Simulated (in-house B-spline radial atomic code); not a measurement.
Br²⁺. Computed with a B-spline radial atomic code. Model: all-electron spherical atom, spin shells full or empty, radial basis limit, no spin-orbit coupling, Breit or QED, empty-state partial waves extrapolated as (l+1/2)^-4, RPA, G0W0 and static COHSEX of the highest shell as one setting changes (uncorrelated shells keep exact exchange).

Given: element Br; charge 2; filled core Ar; hamiltonian one-electron scalar X2C; mean-field start HSE06; highest l of empty states 9; nuclear rms radius 4.1629 fm; highest mean-field shell 4p up.

Shell: 3d 5 5, 4s 1 1, 4p 3 0 (electrons up and down).

```json
{"lowest nl shells left uncorrelated": "0", "RPA correlation energy (hartree)": "-2.3966", "G0W0 level (eV)": "-35.422", "G0W0 minus most complete (meV)": "0", "COHSEX level (eV)": "-37.453", "linearised minus solved G0W0 (meV)": "-18"}
{"lowest nl shells left uncorrelated": "1", "RPA correlation energy (hartree)": "-2.2425", "G0W0 level (eV)": "-35.421", "G0W0 minus most complete (meV)": "1.1", "COHSEX level (eV)": "-37.452", "linearised minus solved G0W0 (meV)": "-18"}
{"lowest nl shells left uncorrelated": "2", "RPA correlation energy (hartree)": "?", "G0W0 level (eV)": "?", "G0W0 minus most complete (meV)": "?", "COHSEX level (eV)": "?", "linearised minus solved G0W0 (meV)": "?"}
{"lowest nl shells left uncorrelated": "3", "RPA correlation energy (hartree)": "-1.5633", "G0W0 level (eV)": "-35.411", "G0W0 minus most complete (meV)": "10.9", "COHSEX level (eV)": "-37.433", "linearised minus solved G0W0 (meV)": "-17.9"}
{"lowest nl shells left uncorrelated": "4", "RPA correlation energy (hartree)": "?", "G0W0 level (eV)": "?", "G0W0 minus most complete (meV)": "?", "COHSEX level (eV)": "?", "linearised minus solved G0W0 (meV)": "?"}
{"lowest nl shells left uncorrelated": "5", "RPA correlation energy (hartree)": "-0.88001", "G0W0 level (eV)": "-35.475", "G0W0 minus most complete (meV)": "-53.3", "COHSEX level (eV)": "-37.53", "linearised minus solved G0W0 (meV)": "-18.5"}
{"lowest nl shells left uncorrelated": "6", "RPA correlation energy (hartree)": "-0.18414", "G0W0 level (eV)": "-35.199", "G0W0 minus most complete (meV)": "222.6", "COHSEX level (eV)": "-37.045", "linearised minus solved G0W0 (meV)": "-16.7"}
{"lowest nl shells left uncorrelated": "7", "RPA correlation energy (hartree)": "-0.066251", "G0W0 level (eV)": "-35.454", "G0W0 minus most complete (meV)": "-31.9", "COHSEX level (eV)": "-36.858", "linearised minus solved G0W0 (meV)": "-12.6"}
```

(1) What follows for lowest nl shells left uncorrelated = 2?

(2) What follows for lowest nl shells left uncorrelated = 4?

Results:

(1) RPA correlation energy -2.0634 hartree; G0W0 level -35.42 eV; G0W0 minus most complete 1.9 meV; COHSEX level -37.453 eV; linearised minus solved G0W0 -18 meV.

(2) RPA correlation energy -1.387 hartree; G0W0 level -35.419 eV; G0W0 minus most complete 2.5 meV; COHSEX level -37.441 eV; linearised minus solved G0W0 -18 meV.
